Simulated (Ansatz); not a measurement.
Wavefunction ladder for `CO[Si@@H](O)[Si@@H](O)Cl`

```xyz
14

C     1.502    1.305    0.992
O     1.532    0.233    0.074
Si    0.331   -0.079   -0.998
O     0.865   -1.171   -2.092
Si   -1.510   -1.097    0.038
O    -1.748   -0.250    1.428
Cl   -3.169   -0.938   -1.188
H     0.756    1.135    1.774
H     2.487    1.383    1.454
H     1.274    2.254    0.492
H    -0.062    1.213   -1.637
H     1.603   -0.929   -2.654
H    -1.383   -2.551    0.319
H    -2.477   -0.508    1.996
```

Total charge 0; spin multiplicity 1. Geometry: relaxed with PBE0-D4/def2-TZVP. It is one conformer, not always the lowest. Frozen core, restricted reference, the Gaussian-basis code of Ansatz. CBS rows extrapolate triple and quadruple zeta; past MP2 they add the triple-zeta difference.

```json
{"basis": "def2-TZVPP", "HF (Eh)": "-1304.25127", "MP2 corr.": "-1.31177", "CCSD corr.": "-1.36666", "(T)": "-0.05134", "CCSD(T) total": "-1305.66927"}
{"basis": "def2-QZVPP", "HF (Eh)": "-1304.29560", "MP2 corr.": "-1.42124", "CCSD corr.": "–", "(T)": "–", "CCSD(T) total": "–"}
{"basis": "CBS(def2)", "HF (Eh)": "-1304.30171", "MP2 corr.": "-1.50233", "CCSD corr.": "-1.55722", "(T)": "as TZ", "CCSD(T) total": "-1305.91027"}
```
